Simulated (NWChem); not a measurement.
Species: CdHOF; SMILES [OH][Cd][F]

```xyz
4

Cd     0.0033     0.0097     0.0000
F     -0.0260     1.9340     0.0000
O     -0.0898    -1.9428     0.0000
H      0.7935    -2.3297     0.0000
```
Atoms are numbered in this order, from 1.

Results from NWChem. Geometry: optimised at PBE0/def2-SVP (def2 core potentials past Kr).

Problem. Estimate the computed values for TPSS/3-21G, non-relativistic. Quantities: highest occupied level (eV); orbital gap (eV); dipole (D).

Solution. 
```json
{
 "highest occupied level (eV)": "-5.70",
 "orbital gap (eV)": "3.64",
 "dipole (D)": "1.88"
}
```
